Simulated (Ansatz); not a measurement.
Pt₂Au. Charge 0, multiplicity 2. Geometry PBE0-D4/def2-TZVP; atoms count from 1.

```xyz
3

Pt   -1.397    0.380    0.172
Pt    0.295   -1.421   -0.137
Au    1.102    1.041   -0.035
```

In the def2 sets Au, Pt take a core potential; there is no spin–orbit coupling. The structure comes from a short search, and lower isomers may exist.

(1) Estimate the Mulliken populations from the PBE0/def2-TZVP orbitals of Ansatz.

(2) Where does the spin sit?

(3) And the Mayer bond orders between bonded heavy atoms (over 0.3)?

Results:

(1) 
```json
{"atom": "Pt1", "charge (e)": "-0.16", "spin (α − β)": "0.50", "d electrons": "9.24"}
{"atom": "Pt2", "charge (e)": "-0.16", "spin (α − β)": "0.50", "d electrons": "9.24"}
{"atom": "Au3", "charge (e)": "0.31", "spin (α − β)": "0.00", "d electrons": "9.81"}
```
Mulliken values and Mayer orders depend strongly on the basis.

(2) Summed by element: Pt 1.00, Au 0.00, of 1 unpaired in all. Largest on single atoms: Pt1 0.50, Pt2 0.50, Au3 0.00.

(3) Pt1–Pt2 1.10 (2.49 Å); Pt1–Au3 0.66 (2.59 Å); Pt2–Au3 0.66 (2.59 Å).
